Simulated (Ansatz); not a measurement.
`N[SiH2][SiH](N)O` from Hartree–Fock to CCSD(T)

| atom | x (Å) | y (Å) | z (Å) |
| --- | --- | --- | --- |
| N1 | 0.030 | -1.562 | 1.244 |
| Si2 | -1.201 | -0.601 | 0.475 |
| Si3 | -0.078 | 0.967 | -0.875 |
| N4 | 1.434 | 0.200 | -1.099 |
| O5 | 0.050 | 2.485 | -0.227 |
| H6 | 0.677 | -1.101 | 1.866 |
| H7 | -0.239 | -2.452 | 1.636 |
| H8 | -1.997 | -1.549 | -0.354 |
| H9 | -2.165 | 0.054 | 1.415 |
| H10 | -0.788 | 1.255 | -2.148 |
| H11 | 2.106 | 0.447 | -1.806 |
| H12 | 1.592 | -0.710 | -0.697 |
| H13 | 0.578 | 2.565 | 0.569 |

The species carries charge 0 and has multiplicity 1. Geometry: relaxed with PBE0-D4/def2-TZVP. It is one conformer, not always the lowest. Frozen core, restricted reference, the Gaussian-basis code of Ansatz. CBS rows extrapolate triple and quadruple zeta; past MP2 they add the triple-zeta difference.

| basis | HF (Eh) | MP2 corr. |
| --- | --- | --- |
| def2-SVP | -766.04831 | -0.72515 |
| def2-TZVPP | -766.50121 | -0.91979 |
| def2-QZVPP | -766.52923 | -0.99032 |

Estimate the CCSD correlation energy and the (T) correction in each basis where they were run (hartree).


```json
{"basis": "def2-SVP", "CCSD corr.": "-0.78115", "(T)": "-0.01898"}
{"basis": "def2-TZVPP", "CCSD corr.": "-0.96651", "(T)": "-0.03548"}
{"basis": "CBS(def2)", "CCSD corr.": "-1.08929", "(T)": "as TZ"}
```
